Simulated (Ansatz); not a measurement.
Ansatz (a first-principles code) input (RI-MP2/def2-QZVPP):
A basis named .json is the Basis Set Exchange file of that set.

Ansatz 0.2 input:
```yaml
crystal:
  periodic: [false, false, false]
  atoms:
    - {symbol: Co, position_ang: [0.00000000, 0.00000000, 0.00000000]}
    - {symbol: F, position_ang: [-0.00000000, -0.00000000, -1.80324730]}
    - {symbol: F, position_ang: [0.00000000, 0.00000000, 1.80324730]}
basis:
  gaussian:
    orbitals: def2-QZVPP.json
    fitting: {mean_field: def2-universal-jkfit, correlation: def2-QZVPP-RIFIT.json}
total_charge: -1
magnetization: {spin_polarized: true, initial_magnetization: 2}
correlation: {method: mp2, electrons: outside_noble_gas}
```

End of the output:

```
integrals: 0.19 GiB planned
418 factors; integrals over basis functions are off by at most 1.4e0 eV
591 factors; integrals over basis functions are off by at most 7.1e-1 eV
mean field: 0.67 GiB planned
mean field evaluation 1: about -43002.8971 eV, gradient 3.0e1 eV
mean field evaluation 2: about -43003.9644 eV, gradient 3.6e1 eV
mean field evaluation 4: about -43006.4813 eV, gradient 2.6e0 eV
mean field evaluation 8: about -43007.1248 eV, gradient 2.5e0 eV
mean field evaluation 16: about -43007.7756 eV, gradient 3.6e0 eV
mean field evaluation 32: about -43006.0879 eV, gradient 2.8e0 eV
mean field evaluation 64: about -43007.8752 eV, gradient 4.7e-1 eV
mean field evaluation 96: about -43007.7173 eV, gradient 5.2e-3 eV
mean field -43007.88514982 eV, -1580.5106274643 hartree, gradient 2.4e-6 eV, S^2 2.817975; 12 other end points of the search recorded, 0 dependent functions left out
11 core orbitals not correlated
reference -43007.88514982 eV, -1580.5106274643 hartree; 13, 11 occupied and 190, 192 virtual orbitals, 591 factors
second order -23.55347800 eV of doubles, -0.00000000 eV of singles
Total energy: -43031.43862782 eV, -1581.3762018156 hartree
```

The spin state was set by rule; other spins were not relaxed.

The determinant is spin-contaminated: <S^2> is 2.82 against 2.00 for a pure state.
